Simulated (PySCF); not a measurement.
Species: C₂H₇NOSi.
SMILES with atom numbers: `[CH2:1]=[CH:2][O:3][SiH2:4][NH2:5]` (hydrogens: H6, H7 on C1; H8 on C2; H9, H10 on Si4; H11, H12 on N5)

Structure used (GFN2-xTB), in Å, numbered top down from 1:
```xyz
12
C2H7NOSi angstrom
C      1.834    0.618   -0.022
C      1.453   -0.522    0.526
O      0.250   -1.105    0.404
Si    -1.099   -0.720   -0.425
N     -1.656    0.840    0.056
H      2.824    1.000    0.136
H      1.164    1.190   -0.637
H      2.118   -1.109    1.152
H     -0.879   -0.602   -1.865
H     -1.895   -1.881   -0.037
H     -2.507    1.198   -0.346
H     -1.606    1.092    1.031
```

A PySCF run (density fitting, gas phase, GFN2-xTB geometry) gave HOMO -6.87 eV, LUMO 0.57 eV, dipole 1.55 D.

Question: Which of these levels was it?
A. OLYP/pcSseg-1
B. CAM-B3LYP/def2-SVPD
C. PBE0/pcSseg-1

Answer: C. It is PBE0/pcSseg-1. All candidates on this geometry:

```
                      level and settings                    kind  basis functions  SCF cycles     E (Eh)  HOMO (eV)  LUMO (eV)  dipole (D)
OLYP/pcSseg-1, energy threshold 1e-08 Eh                     GGA              127          10  -499.8010      -5.48      -0.21        1.57
                           PBE0/pcSseg-1           global hybrid              127          14  -499.5214      -6.87       0.57        1.55
                     CAM-B3LYP/def2-SVPD  range-separated hybrid              163          13  -499.6021      -8.28       1.07        1.40
```

The nearest other candidate, by the summed differences of HOMO and LUMO, is CAM-B3LYP/def2-SVPD: its HOMO differs by -1.41 eV and its LUMO by +0.50 eV. Cycle counts include a coarse-grid stage where the run had one.
